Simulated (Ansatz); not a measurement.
SnTe2⁻. Total charge -1; doublet. Geometry PBE-D4/def2-SVPD.

```xyz
3

Sn    0.3965    0.3670    0.5573
Te   -1.4419   -1.4050    1.4104
Te    1.0454    1.0380   -1.9678
```

In the def2 sets Sn, Te take a core potential; there is no spin–orbit coupling. LC-ωPBE has ω = 0.4 bohr⁻¹. HSE06 is defined as in plane-wave codes, on full-range PBE exchange. The structure comes from a short search, and lower isomers may exist.

(1) Estimate the α-spin orbital energies around the gap (eV) in Ansatz with PBE-D4/def2-TZVPD, PBE0-D4/def2-SVPD, PBE0-D4/def2-TZVPD, HSE06-D4/def2-TZVPD, LC-ωPBE/def2-TZVPD.

## Answers

(1) 
| orbital | PBE-D4/def2-TZVPD | PBE0-D4/def2-SVPD | PBE0-D4/def2-TZVPD | HSE06-D4/def2-TZVPD | LC-ωPBE/def2-TZVPD |
| --- | --- | --- | --- | --- | --- |
| HOMO−13 | -21.70 | -24.81 | -24.72 | -24.29 | -27.60 |
| HOMO−12 | -21.66 | -24.76 | -24.68 | -24.25 | -27.56 |
| HOMO−11 | -21.62 | -24.73 | -24.62 | -24.20 | -27.45 |
| HOMO−10 | -21.58 | -24.69 | -24.57 | -24.15 | -27.38 |
| HOMO−9 | -21.57 | -24.68 | -24.56 | -24.14 | -27.36 |
| HOMO−8 | -10.89 | -12.75 | -12.69 | -12.28 | -16.27 |
| HOMO−7 | -10.46 | -12.24 | -12.19 | -11.78 | -15.58 |
| HOMO−6 | -6.64 | -8.01 | -7.96 | -7.54 | -10.99 |
| HOMO−5 | -2.97 | -4.09 | -4.01 | -3.63 | -6.41 |
| HOMO−4 | -1.92 | -2.95 | -2.94 | -2.54 | -5.46 |
| HOMO−3 | -1.84 | -2.78 | -2.77 | -2.38 | -5.12 |
| HOMO−2 | -1.21 | -2.06 | -2.06 | -1.69 | -4.25 |
| HOMO−1 | -1.12 | -2.02 | -2.02 | -1.65 | -4.25 |
| HOMO | -0.78 | -1.68 | -1.65 | -1.29 | -3.88 |
| LUMO | 0.93 | 1.43 | 1.43 | 1.08 | 3.07 |
| LUMO+1 | 1.94 | 2.52 | 2.43 | 2.14 | 3.34 |
| LUMO+2 | 2.39 | 3.13 | 2.72 | 2.51 | 3.40 |
| LUMO+3 | 2.61 | 3.43 | 2.98 | 2.74 | 4.01 |
| LUMO+4 | 2.93 | 3.71 | 3.25 | 3.03 | 4.03 |
| LUMO+5 | 2.98 | 3.89 | 3.28 | 3.06 | 4.24 |
| β HOMO | -0.94 | -1.72 | -1.73 | -1.37 | -3.91 |
| β LUMO | -0.25 | 0.27 | 0.32 | -0.02 | 2.05 |
